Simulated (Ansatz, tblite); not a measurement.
Cost and result up the ladder for the cluster Ge4⁺ (4 atoms). Charge 1, multiplicity 2. Geometry: r2SCAN-D4/def2-SVP.

```csv
atom,x (Å),y (Å),z (Å)
Ge1,-0.271,0.653,1.235
Ge2,-0.337,1.674,-0.959
Ge3,0.337,-1.674,0.959
Ge4,0.271,-0.653,-1.235
```

Ansatz on 4 threads of Arm Neoverse V2 on a shared host; xTB runs through tblite on one thread. Times are rough, summed over both states, and most runs start from the orbitals of an earlier one. PBE0-D4/def2-TZVP serves as the yardstick here, not as an exact answer. Differences are given only for rows in sets of like size (and for xTB, whose basis is part of the method), since another set adds its own error. The other state is a quartet at its own geometry.

The xTB rows come from tblite. LC-ωPBE has ω = 0.4 bohr⁻¹. Correlated methods freeze 36 core orbitals; core or outer-core shells of Ge are correlated, in sets that lack core-valence functions. The rows differ in basis, and correlated rows in double-zeta sets carry the largest basis error. In CCSD on the charge 1 doublet the largest single amplitude is 0.23, so its Hartree–Fock determinant may place the open shell otherwise than the density functionals do. The structure comes from a short search, and lower isomers may exist.

Run but left out: HF/STO-3G, HF/def2-SVP, HF/def2-TZVP, MP2/def2-SVP, MP2/def2-TZVP (doublet: ⟨S²⟩ 1.22 to 1.90, where a pure state has 0.75).

Correlated methods converge slowly with the basis, most of all in double-zeta sets.

xTB has no spin-polarisation term.

| level | functions | wall time | quartet − doublet (eV) | difference from PBE0-D4/def2-TZVP (eV) | remarks |
| --- | --- | --- | --- | --- | --- |
| GFN1-xTB | 36 | 0.008 s | 0.99 | -0.40 | – |
| GFN2-xTB | 36 | 0.009 s | 1.40 | 0.02 | – |
| PBE-D4/def2-TZVP (with forces) | 192 | 11 s | 1.49 | 0.11 | – |
| PBE0-D4/def2-TZVP | 192 | 18 s | 1.39 | 0.00 | – |
| LC-ωPBE/def2-TZVP | 192 | 27 s | 1.15 | -0.23 | – |
| r2SCAN-D4/def2-TZVP | 192 | 30 s | 1.42 | 0.03 | – |
| B97M-V/def2-TZVP | 192 | 54 s | 1.50 | 0.11 | – |
| CCSD(T)/def2-SVP | 128 | 1.8 min | 1.49 | – | spin-contaminated (⟨S²⟩ 1.22) (doublet) |
